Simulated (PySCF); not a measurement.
**Correlation energy of Br⁺ (bromine, charge +1)**

[Ar] 3d10 4s2 4p4, high-spin 3P determinant. All numbers are calculated (PySCF 2.14, the spin-free X2C one-electron Hamiltonian (Gaussian nucleus), in x2c-QZVPPall). Frozen: [Ar] 3d10; 6 electrons correlated.

```csv
level,correlation energy (mhartree)
CCSD,-132.51
(T),-3.93
CCSD(T),-136.44
```

Diagnostics: T1 = 0.0073, D1 = 0.0224, largest double amplitude 0.047.

Cost of the coupled-cluster step: about 13 core-seconds, for 6 correlated electrons.
